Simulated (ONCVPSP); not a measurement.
## Configuration tests for Br (Z = 35) (ONCV)

ONCVPSP 4.0.1 input, shortened (lines: element, Z, core and valence counts, functional; n l f; lmax; l rc ep ncon nbas qcut; lloc lpopt rc5 dvloc0; l nproj debl; icmod fcfact rcfact), revPBE, fully relativistic:

```
  Br 35.00    3    5  -102130      upf
    1    0    2.00
    2    0    2.00
    2    1    6.00
    3    0    2.00
    3    1    6.00
    3    2   10.00
    4    0    1.50
    4    1    5.50
    2
    0    0.85    0.00    3    6   11.00
    1    0.95    0.00    4    7   14.40
    2    0.75    0.00    4    8   21.60
    4    5    0.55    1.00
    0    2    1.10
    1    2    0.80
    2    1    3.80
    3    5.00    1.70
```

Open shells are filled in proportion to 2j + 1.

Energies are relative to the spin-unpolarised reference configuration 3s2 3p6 3d10 4s1.5 4p5.5; without spin polarisation the order of configurations can differ from experiment.

**Question.** Give the all-electron excitation energy and the error of the potential for: 3s2 3p6 3d10 4s2 4p5; 3s2 3p6 3d10 4s2 4p4; 3s2 3p6 3d10 4s2 4p3; 3s2 3p5 3d10 4s2 4p5.

**Answer.**

```json
{"valence configuration": "3s2 3p6 3d10 4s2 4p5", "charge": "0", "ΔE all-electron (eV)": "-6.147", "error AE − PS (meV)": "-0.4"}
{"valence configuration": "3s2 3p6 3d10 4s2 4p4", "charge": "+1", "ΔE all-electron (eV)": "6.375", "error AE − PS (meV)": "+1.1"}
{"valence configuration": "3s2 3p6 3d10 4s2 4p3", "charge": "+2", "ΔE all-electron (eV)": "29.103", "error AE − PS (meV)": "+3.6"}
{"valence configuration": "3s2 3p5 3d10 4s2 4p5", "charge": "+1", "ΔE all-electron (eV)": "179.375", "error AE − PS (meV)": "+9.8"}
```

Levels in the configuration 3s2 3p5 3d10 4s2 4p5:

```tsv
level	all-electron (eV)	pseudo (eV)
3s j=1/2	-262.797	-263.009
3p j=3/2	-195.707	-195.699
3p j=1/2	-202.706	-202.688
3d j=5/2	-90.300	-90.352
3d j=3/2	-91.441	-91.485
4s j=1/2	-33.111	-33.120
4p j=3/2	-19.080	-19.077
4p j=1/2	-19.739	-19.733
```
